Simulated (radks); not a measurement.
Au2+, configuration [Xe] 4f14 5d8.5 6p0.5 (fractional occupations, a model configuration).

All-electron calculation, scalar-relativistic Kohn-Sham, Wu-Cohen GGA, spin-polarised, spherical densities, finite nucleus; open shells are filled with parallel spins first (spin-orbit coupling, left out, can overturn this in heavy ions); Fermi nuclear charge, rms radius 5.4371 fm. Program: a radial shooting solver on a logarithmic mesh with Libxc functionals.

Energy parts (hartree):
part                       energy
total                 -19005.0095
kinetic                21251.4296
electron-nucleus      -47212.9256
Hartree                 7316.6648
exchange-correlation    -360.1783

Orbitals (lengths in bohr, moments of r in powers of bohr; <r^-3> diverges for s and p1/2; r(max) is where P^2 peaks):
orbital  occ.  eigenvalue (hartree)   r(max)       <r^4>  <r^-3>      <r>
1s up       1             -2967.845  0.01042   4.250e-07       -  0.01687
1s down     1             -2967.845  0.01042   4.250e-07       -  0.01687
2s up       1             -524.4214  0.06019  0.00006229       -  0.07114
2s down     1             -524.4171  0.06019  0.00006229       -  0.07114
2p up       3             -453.7018  0.04981  0.00005051   25480  0.06424
2p down     3             -453.6982  0.04981  0.00005051   25480  0.06424
3s up       1             -124.4615   0.1697    0.002253       -   0.1839
3s down     1             -124.4597   0.1697    0.002252       -   0.1839
3p up       3             -103.9368   0.1690    0.002474    5828   0.1851
3p down     3             -103.9349   0.1690    0.002474    5828   0.1851
3d up       5             -81.95177   0.1376    0.001902   724.1   0.1677
3d down     5             -81.94861   0.1376    0.001902   724.1   0.1677
4s up       1             -27.71170   0.3827     0.05052       -   0.4071
4s down     1             -27.70726   0.3827     0.05051       -   0.4071
4p up       3             -20.97758   0.4028     0.06756    1403   0.4336
4p down     3             -20.97331   0.4028     0.06753    1403   0.4336
4d up       5             -12.87763   0.4103     0.09362   152.4   0.4584
4d down     5             -12.87269   0.4103     0.09349   152.4   0.4584
5s up       1              -4.88837   0.8478       1.339       -   0.9255
5s down     1              -4.86001   0.8468       1.331       -   0.9241
4f up       7              -3.88608   0.3754      0.1871   29.37   0.4987
4f down     7              -3.87921   0.3754      0.1854   29.41   0.4981
5p up       3              -3.09823   0.9516       2.487   238.8    1.066
5p down     3              -3.06369   0.9501       2.469   240.4    1.064
5d up       5              -1.10192    1.195       11.14   14.95    1.474
5d down   3.5              -1.06018    1.193       11.12   15.07    1.471
6s up       0              -0.90077    2.105       59.23       -    2.375
6s down     0              -0.85835    2.101       60.93       -    2.388
6p up     0.5              -0.58286    2.625       156.8   25.26    3.009
6p down     0              -0.54535    2.650       163.4   24.37    3.043
6d up       0              -0.28390    4.316        1017   1.262    4.825

The highest occupied level is 6p up at -15.860 eV. The configuration is held as typed, so some empty levels lie below it. The spin density at the nucleus is -8.276 e/bohr^3 (1s -0.219, 2s -0.935, 3s 0.064, 4s 0.987, 5s -8.173). Summed over all electrons, <r^2> = 45.20 bohr^2, which gives a Langevin (diamagnetic) susceptibility term of -35.8 x 10^-6 cm^3/mol.
